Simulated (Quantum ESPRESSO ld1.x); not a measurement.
Q: These are the eigenvalues of the occupied orbitals of an atom or ion with whole-number occupations (eV). Method: Dirac Kohn-Sham, PW91, spin-unpolarised, spherical densities, point nucleus; computed with ld1.x of Quantum ESPRESSO 7.5.

1s1/2: -53628.4
2s1/2: -8943.22
2p1/2: -8506.21
2p3/2: -7705.74
3s1/2: -2007.72
3p1/2: -1817.19
3p3/2: -1650.98
3d3/2: -1323.60
3d5/2: -1287.32
4s1/2: -414.252
4p1/2: -339.073
4p3/2: -301.779
4d3/2: -177.964
4d5/2: -171.188
5s1/2: -66.8747
5p1/2: -46.1407
5p3/2: -41.1115
4f5/2: -23.8243
4f7/2: -22.8813
5d3/2: -15.4613
5d5/2: -15.0700

Which element is it, and in what charge state? The configuration may be excited. Open shells, if any, are shared by 2j + 1.

A: Z = 66, dysprosium, charge +2: Dy2+ in [Xe] 4f9 5d1. The list shows which subshells hold electrons but not how many an open one holds; the 1s level, -1970.8 hartree, gives Z - s = 62.8 by -(Z - s)^2/2, which with screening and relativity narrows Z to a few neighbours, and the depths of the outer levels then fix element, charge and occupations together.
